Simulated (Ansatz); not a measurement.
The cluster Sn₃H₆ (the lowest singlet isomer of a short search), 9 atoms. Hardware: 4 threads of Arm Neoverse V2 on a shared host.

In the def2 sets Sn takes a core potential; there is no spin–orbit coupling. Correlated methods freeze 12 core orbitals; core or outer-core shells of Sn are correlated, in sets that lack core-valence functions.

Question: How many basis functions does each of these Ansatz runs have, and roughly what does it cost? PBE-D4/def2-SVP, charge 0 singlet, energy, from earlier orbitals; LC-ωPBE/def2-TZVP, charge 0 singlet, energy, from earlier orbitals; r2SCAN-D4/def2-TZVP, charge 0 singlet, energy, from earlier orbitals; r2SCAN-D4/def2-TZVPD, charge -1 doublet at the geometry of the charge 0 singlet, energy, from earlier orbitals; PBE0-D4/def2-TZVP, charge 1 doublet at the geometry of the charge 0 singlet, energy, from earlier orbitals; PBE-D4/def2-TZVP, charge 1 doublet at the geometry of the charge 0 singlet, energy, from earlier orbitals; PBE-D4/def2-TZVPD, charge 0 singlet, energy, from earlier orbitals; HF/def2-TZVP, charge 0 singlet, energy, from earlier orbitals; CCSD(T)/def2-SVP, charge 0 singlet, energy, from earlier orbitals; B3LYP-D4/def2-TZVP, charge 0 singlet, energy, from earlier orbitals; r2SCAN-D4/def2-TZVP, charge 1 doublet at the geometry of the charge 0 singlet, energy, from earlier orbitals; LDA (SPW92)/def2-TZVP, charge 0 singlet, energy, from earlier orbitals.

Answer: Other jobs shared the machine, so times can vary by a factor of up to 3. A dash marks memory too small to be measured apart from the calling script's.

| run | functions | fitting or Cholesky vectors | wall time | peak host memory (GiB) |
| --- | --- | --- | --- | --- |
| PBE-D4/def2-SVP, charge 0 singlet, energy, from earlier orbitals | 108 | 1221 | 0.8 s | – |
| LDA (SPW92)/def2-TZVP, charge 0 singlet, energy, from earlier orbitals | 186 | 1428 | 0.9 s | – |
| HF/def2-TZVP, charge 0 singlet, energy, from earlier orbitals | 186 | 1848 | 1.4 s | 0.56 |
| LC-ωPBE/def2-TZVP, charge 0 singlet, energy, from earlier orbitals | 186 | 1428 | 1.9 s | – |
| PBE-D4/def2-TZVPD, charge 0 singlet, energy, from earlier orbitals | 222 | 1518 | 2.2 s | – |
| B3LYP-D4/def2-TZVP, charge 0 singlet, energy, from earlier orbitals | 186 | 1560 | 2.3 s | – |
| PBE-D4/def2-TZVP, charge 1 doublet at the geometry of the charge 0 singlet, energy, from earlier orbitals | 186 | 1428 | 2.9 s | – |
| r2SCAN-D4/def2-TZVP, charge 0 singlet, energy, from earlier orbitals | 186 | 1428 | 3.2 s | – |
| PBE0-D4/def2-TZVP, charge 1 doublet at the geometry of the charge 0 singlet, energy, from earlier orbitals | 186 | 1647 | 6 s | 0.72 |
| r2SCAN-D4/def2-TZVP, charge 1 doublet at the geometry of the charge 0 singlet, energy, from earlier orbitals | 186 | 1428 | 6.5 s | – |
| CCSD(T)/def2-SVP, charge 0 singlet, energy, from earlier orbitals | 108 | 1332 | 9.5 s | 0.65 |
| r2SCAN-D4/def2-TZVPD, charge -1 doublet at the geometry of the charge 0 singlet, energy, from earlier orbitals | 222 | 1518 | 10 s | – |
